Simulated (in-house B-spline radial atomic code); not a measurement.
Multiplet parameters of the 3p4 shell in Ni¹²⁺ ([Ne] 3s2 3p4). Method: non-relativistic Hartree-Fock, average of configuration, point nucleus. Calculated with a B-spline radial code for spherical atoms.

Slater integrals: F^2 = 153809 cm⁻¹. Central-field spin-orbit parameter ζ(3p) = 16350 cm⁻¹ (bare central field on non-relativistic orbitals, without two-electron terms: too large for light atoms, too small for heavy ones).

With F₂ = F^2/25 = 6152 cm⁻¹:

Task: Where do the terms lie in LS coupling, without spin-orbit interaction?

Result: In cm⁻¹ above the Hund's-rule term:
| term | expression | energy |
| --- | --- | --- |
| 3P | 0 F₂ | 0 |
| 1D | 6 F₂ | 36914 |
| 1S | 15 F₂ | 92285 |

Task: How far can these numbers be trusted?

Result: Fits to spectra need these integrals scaled down, since correlation screens the repulsion. Here ζ is 2.66 times F₂, so the coupling is intermediate: spin-orbit interaction mixes the terms, and LS labels name only the largest part.
